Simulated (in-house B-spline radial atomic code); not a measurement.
## Response and correlation of neutral ytterbium

Closed shell [Xe] 4f14 6s2. Computed with an all-electron radial atomic-structure program (B-spline basis): Dirac-Hartree-Fock, relativistic RPA (time-dependent Dirac-Hartree-Fock) for the response and second-order many-body perturbation theory for correlation, no-pair Dirac-Coulomb Hamiltonian, finite nucleus.

```tsv
multipole (bohr³, bohr⁵, bohr⁷)	uncoupled	coupled RPA
dipole	123.74	?
quadrupole	2004.3	3578.4
octupole	65576	102720
```

What is the coupled dipole polarisability?

178.6 atomic units, +44 % against the uncoupled value.

Which subshells carry the dipole polarisability?

6s1/2 102.8 %, 5p3/2 -1.0 %, 4f7/2 -0.9 %.

What does the dipole shielding factor come to?

The dipole shielding factor is 0.999, against the exact N/Z = 70/70 = 1.000 of the non-relativistic theorem.

Dipole polarisability at imaginary frequency:

| u (Eh) | α(iu) (bohr³) |
| --- | --- |
| 0 | 178.6 |
| 0.05 | 147.7 |
| 0.15 | 65.53 |
| 0.3 | 25.92 |
| 0.5 | 12.77 |
| 1 | 5.454 |
| 2 | 2.357 |
| 5 | 0.6748 |

What dispersion coefficients follow for two such atoms?

C6 = (3/π)∫α(iu)²du = 2762 hartree·bohr⁶ and C8 = 302600 hartree·bohr⁸.

How good is RPA here?

The recommended dipole polarisability is 139 bohr³ (Schwerdtfeger and Nagle, table of static dipole polarizabilities (2023 update)); RPA is off by +28 %, the part due to correlation beyond RPA.

Lowest J = 1 odd-parity excitations:

| energy (eV) | oscillator strength | leading channel | weight |
| --- | --- | --- | --- |
| 0.69117 | 0.000574 | 6s1/2 → p1/2 | 0.72 |
| 2.8811 | 1.8 | 6s1/2 → p3/2 | 0.713 |
| 3.8802 | 0.000104 | 6s1/2 → p1/2 | 0.767 |
| 4.091 | 0.129 | 6s1/2 → p3/2 | 0.759 |
| 4.5356 | 5.41e-05 | 6s1/2 → p1/2 | 0.78 |
| 4.6164 | 0.0276 | 6s1/2 → p3/2 | 0.766 |
| 4.9501 | 0.000841 | 6s1/2 → p1/2 | 0.571 |
| 4.973 | 0.00537 | 4f7/2 → d5/2 | 0.381 |

For an outer ns² shell RPA puts the lowest triplet far too low, and second order misses the ns²-np² near-degeneracy.

Second-order correlation energy by the highest angular momentum of the excited pair (hartree): s -0.03033, p -0.283, d -0.9747, f -1.896, g -1.236, h -0.4154, i -0.19, k -0.0934.

What is the second-order correlation energy at the partial-wave limit?

The listed waves sum to -5.1185 hartree; extrapolating the increments as (l + 1/2)⁻⁴ gives -5.3095 hartree, -2.06 eV per electron.
